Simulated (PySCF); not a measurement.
Molecule: B(OMe)3, C3H9BO3, SMILES O(C)B(OC)OC. Atoms near the plane z = 0.0 Å, at the GFN2-xTB optimised geometry (x, y, z in Å): B1 (-0.3, -0.6, 0.0), O2 (1.1, -0.6, 0.0), C3 (1.8, -1.9, 0.0), H4 (1.6, -2.4, -0.9), H5 (2.8, -1.6, 0.1), H6 (1.5, -2.5, 0.8), O7 (-1.0, 0.5, 0.0), C8 (-0.3, 1.8, 0.0), H9 (0.3, 1.9, -0.9), H10 (-1.0, 2.6, 0.1), H11 (0.4, 1.8, 0.8), O12 (-1.0, -1.8, 0.0), C13 (-2.4, -1.9, 0.0), H14 (-2.8, -0.9, -0.1), H15 (-2.7, -2.6, -0.8), H16 (-2.7, -2.3, 1.0).

Method: PySCF with PBE0/def2-TZVP. Cells within 0.4 Å of a nucleus heavier than hydrogen are left out (blank, or x). The values are rescaled to run from 0 to 1.

```
|1111111111111111111111111111111|
|1111111111111111111111111111111|
|1111111111111111111111111111111|
|1111111111111111111111111111111|
|1111111111111111111111111111111|
|1111111111111111111111111111111|
|1111111111101111111111111111111|
|1111111111116410011111111111111|
|1111111111129820011111111111111|
|11111111111247xx211111111111111|
|1111111111101xxx211111111111111|
|1111111111112310111111111111111|
|1111111111121430011111111111111|
|11111111113xxx10011111111111111|
|111111111125xx31001111111111111|
|1111111111113741012321111111111|
|11111101110024x232x821111111111|
|1111111211001xxx7xxx11111111111|
|11111158310135x243x220111111111|
|1111115951115730112521452011111|
|1111111xx14xxx100001xx894111111|
|1111100xx14xxx110001xx442111111|
|1111101330114421111230011111111|
|1111111210012211111110011111111|
|1111111111111111111111111111111|
|1111111111111111111111111111111|
|1111111111111111111111111111111|
|1111111111111111111111111111111|
|1111111111111111111111111111111|
|1111111111111111111111111111111|
|1111111111111111111111111111111|
```
Scale: ten equal steps from 0.000 (start of '0') to 1.00 (end of '9'), in the order '0123456789'; x runs from -5.00 to 5.00, y from -5.00 (bottom) to 5.00 (top).

Question: Which quantity is mapped?
(A) deformation density (molecule minus spherical neutral atoms)
(B) electron localisation function
(C) log10 of the electron density
(D) an orbital amplitude

Answer: A, deformation density (molecule minus spherical neutral atoms). In full: deformation density (molecule minus spherical neutral atoms) (e/bohr³).
